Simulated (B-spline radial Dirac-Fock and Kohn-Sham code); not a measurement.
# Relativistic shifts of the levels of Kr

System: the free krypton atom, configuration 1s2 2s2 2p6 3s2 3p6 3d10 4s2 4p6.

Both columns are ΔSCF binding energies of the configuration average from a radial finite-basis atomic code: non-relativistic Hartree-Fock with a point nucleus, and Dirac-Fock with a finite nucleus and the Coulomb interaction alone, averaged over the two j levels with weights 2j+1.

```csv
shell,Hartree-Fock (eV),Dirac-Fock (eV),shift (eV),shift (%)
1s,14101.4,14359.0,+257.55,+1.83
2s,1875.0,1933.6,+58.59,+3.12
2p,1685.1,1699.2,+14.08,+0.84
3s,286.3,296.2,+9.95,+3.47
3p,217.8,219.9,+2.13,+0.98
3d,94.77,92.65,-2.13,-2.25
4s,30.12,31.02,+0.90,+3.00
4p,13.27,13.24,-0.03,-0.23
```

Relativity binds 1s, 2s, 2p, 3s, 3p, 4s more strongly, among those listed most of all 3s in relative terms, and 3d, 4p more weakly.

Values without a named source are computed, but for edge energies of neutral atoms, which are taken from tables.
